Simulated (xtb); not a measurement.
Here is a job for xtb.
```
$ xtb mol.xyz --gfn 2 --opt vtight --json

# file mol.xyz
3

O     -0.02087681     0.04449688    -1.34102177
C     -0.02116228     0.03793824    -0.14167302
S     -0.02620286    -0.02702042     1.43250559
```

Question: What is the computed dipole moment (GFN2-xTB in xtb)?

Answer: 0.26 D

Question: Estimate the total energy at the end of the optimisation that GFN2-xTB returns for this input.

Answer: -9.4533 Eh

Question: Predict the HOMO-LUMO gap from GFN2-xTB.

Answer: 4.63 eV
